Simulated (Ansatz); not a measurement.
The Ge2–H3 bond of GaGeH5 (SMILES [GaH2][GeH3]) is stretched (multiplicity 1, the rest rigid).
Geometry at rest (charge 0, multiplicity 1):
```xyz
7

Ga    -1.2304    -0.0777    -0.2920
Ge     1.1573     0.0702     0.2737
H      1.9820    -1.1429    -0.1997
H      1.7871     1.3290    -0.3615
H      1.3593     0.1998     1.7986
H     -2.2172     1.0451     0.2026
H     -1.8013    -1.2698    -1.1461
```

Cores are frozen in the correlated methods. Filled d and f shells under p-block atoms count as core.

The values were computed with Ansatz (Gaussian orbitals). Values without a source in brackets are computed.

FIC-MRCISD+Q on CASSCF(2,2)/cc-pVTZ, total energies (hartree):

```json
[
 {"R (Å)": "1.541", "CASSCF": "-4001.597750", "MRCISD": "-4001.812955", "weight c² of the reference": "0.89732"},
 {"R (Å)": "2.697", "CASSCF": "-4001.509449", "MRCISD": "-4001.715281", "weight c² of the reference": "0.89641"},
 {"R (Å)": "4.932", "CASSCF": "-4001.476252", "MRCISD": "-4001.679198", "weight c² of the reference": "0.89679"}
]
```

Add the Davidson correction (E_MRCISD − E_CASSCF)(1 − c²)/c² and give the energies above the first point at the three levels.


Corrections (hartree): -0.024626, -0.023786, -0.023356. Above the first point (kcal/mol):
- R = 2.697 Å: CASSCF 55.4, MRCISD 61.3, with the correction 61.8
- R = 4.932 Å: CASSCF 76.2, MRCISD 83.9, with the correction 84.7

Ansatz is a program for electronic structure.
